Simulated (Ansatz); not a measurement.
`C[N](C)[Ti]1234([F])([Cl])[C@H]5[C@@H]1[C@@H]2[C@@H]3[C@H]54` at its PBE0-D4/def2-TZVP geometry, where that method's forces vanish. Total charge 0; spin multiplicity 1.

```xyz
22

C     0.5024    2.1951   -0.4584
N     0.6939    0.8567   -0.9503
C     2.0031    0.6366   -1.5120
Ti   -0.5508   -0.5009   -0.6286
F     0.0869   -1.7999   -1.6597
Cl   -2.4042    0.3265   -1.6245
C    -1.4181   -0.0775    1.5330
C    -0.0407   -0.3348    1.6606
C     0.1838   -1.6754    1.2753
C    -1.0628   -2.2536    0.9500
C    -2.0486   -1.2681    1.0953
H    -0.5076    2.3285   -0.0665
H     1.2217    2.4450    0.3355
H     0.6342    2.9214   -1.2709
H     2.0915   -0.3783   -1.8987
H     2.7929    0.7969   -0.7635
H     2.1849    1.3356   -2.3386
H    -1.9125    0.8665    1.7085
H     0.7152    0.3728    1.9655
H     1.1443   -2.1657    1.2137
H    -1.2129   -3.2531    0.5705
H    -3.0968   -1.3743    0.8637
```

Question: What forces (eV/Å) does r2SCAN-D4/def2-TZVPP give on these atoms in the Gaussian-basis code of Ansatz? (An estimate is asked.)

Answer: Computed: 
```
C1  -0.045  0.190  0.078
N2   0.075  0.093 -0.106
C3   0.187 -0.050 -0.075
Ti4 -0.182 -0.066  0.010
F5   0.078 -0.141 -0.117
Cl6 -0.114  0.064 -0.093
C7  -0.129  0.170  0.107
C8   0.160  0.128  0.120
C9   0.196 -0.136  0.061
C10 -0.047 -0.231 -0.010
C11 -0.228 -0.055  0.028
H12  0.012 -0.012 -0.001
H13  0.011  0.004  0.001
H14  0.009  0.004 -0.007
H15 -0.006  0.012  0.009
H16  0.009  0.009  0.004
H17  0.002  0.011  0.001
H18  0.001 -0.002 -0.004
H19  0.000  0.000 -0.003
H20 -0.001  0.000 -0.003
H21  0.003  0.006 -0.003
H22  0.009  0.003  0.002
```
